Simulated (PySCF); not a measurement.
[SrCl3]-, singlet: computed properties

Level of theory: B3LYP/[Sr def2-SVPD with ECP28, Cl def2-SVPD], scalar-relativistic core potentials, density fitting, no spin–orbit coupling, PySCF.

The structure is a minimum.

```json
{
  "Point group": "D3h",
  "Bond lengths": "Sr–Cl 2.741 Å (×3)",
  "Bond angles": "Cl–Sr–Cl 120.0° (×3)",
  "Dipole moment about the centre of mass": "0.00 D",
  "Rotational constants": "0.04276, 0.04276, 0.02138 cm⁻¹",
  "Entropy at 298.15 K and 1 bar": "361.7 J/(mol K)",
  "Rotational symmetry number": "6",
  "Highest occupied level": "-3.85 eV",
  "Heat capacity Cp at 298.15 K": "80.2 J/(mol K)",
  "Principal quadrupole moments (Buckingham, traceless) about the centre of mass": "-19.41, -19.41, 38.82 D Å",
  "Enthalpy at 298.15 K above 0 K": "20.13 kJ/mol",
  "Lowest empty level": "1.95 eV",
  "Zero-point energy": "5.6 kJ/mol",
  "Principal polarisabilities": "76.8, 97.8, 97.8 bohr³"
}
```

Harmonic modes (masses in u: Sr 87.906, Cl 34.969):
| symmetry | ω (cm⁻¹) | IR (km/mol, summed over degenerate members) | type |
| --- | --- | --- | --- |
| a2'' | 64 | 49.4 | bend |
| e' | 66 | 18.4 | bend |
| a1' | 221 | 0.0 | stretch |
| e' | 258 | 207 | stretch |

In D3h the vibrations span a2'' + 2e' + a1'. The a1' mode carries no infrared intensity, as symmetry demands.

Charges (e); Mulliken and Löwdin values are unreliable with diffuse functions:
```json
{"atom": "Sr1", "Mulliken": "1.37", "Löwdin": "0.75", "polar tensor": "1.58", "Mayer order to Sr1": "–"}
{"atom": "Cl2,3,4", "Mulliken": "-0.79", "Löwdin": "-0.58", "polar tensor": "-0.86", "Mayer order to Sr1": "0.39"}
```

Mulliken populations on Sr1 (electrons outside its core potential): s 2.19, p 6.07, d 0.38.

Counting electrons, strontium keeps none of its valence electrons outside its bonds, so the VSEPR class is AX3 and the expected shape is trigonal planar (D3h), as computed.

This need not be the most stable arrangement of these atoms. The lowest empty level of this anion is unbound, so it and the gap depend on the basis.

The final relaxation and frequency run took of the order of 2.9 core-minutes on a shared host.
